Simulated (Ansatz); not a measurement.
`C=CC(=C)CC` + SiH₄ → `C=CC(=C)[SiH3]` + `CC` at 400 K and 1 bar (formal exchange of groups at a C–C bond).

Gas-phase electronic energies from Ansatz, PBE0-D4/def2-TZVP geometries. CCSD(T)/CBS is the MP2 limit (def2-TZVPP, def2-QZVPP) plus CCSD(T) − MP2 in def2-TZVPP, frozen cores. This one scheme is used for every species. Each species was taken in one conformer, which may not be the lowest.

```tsv
species	CCSD(T)/CBS energy (Eh)	H − E (kJ/mol)	S (J/(mol·K))
`C=CC(=C)CC`	-234.30336	408.7	378.9
SiH₄	-291.46306	96.9	218.6
`C=CC(=C)[SiH3]`	-446.05662	297.0	370.8
`CC`	-79.71954	213.5	244.3
```

H − E and S are ideal-gas, rigid-rotor, harmonic terms from PBE0-D4/def2-TZVP, for one conformer and one mirror image of each species. 1 Eh = 2625.50 kJ/mol, R = 8.31446 J/(mol·K).

By hand: ΔE, ΔH, ΔS and ΔG.

ΔE = (-446.05662) + (-79.71954) − (-234.30336) − (-291.46306) = -0.00974 Eh = -25.6 kJ/mol. Δ(H − E) = 297.0 + 213.5 − 408.7 − 96.9 = 4.9, so ΔH = -20.7 kJ/mol. ΔS = 370.8 + 244.3 − 378.9 − 218.6 = 17.6 J/(mol·K). ΔG = -20.7 − 400 × (17.6)/1000 = -27.7 kJ/mol.

By hand: the equilibrium constant, and the temperature at which ΔG would vanish if ΔH and ΔS stayed fixed.

log₁₀ K = −ΔG/(RT ln 10) = 3.6. ΔH and −TΔS have one sign here, so there is no such temperature.

TΔS isn't small against ΔH here. A doubt of 5 kJ/mol in ΔE shifts log₁₀ K by 0.7 here. Other conformers and mirror images would add mixing entropy, several J/(mol·K) or more a flexible species. These are equilibria of isolated gas molecules and say nothing of rates. Largest T1 diagnostic: 0.012 (customary marks: 0.02 for closed shells, 0.045 for open ones).
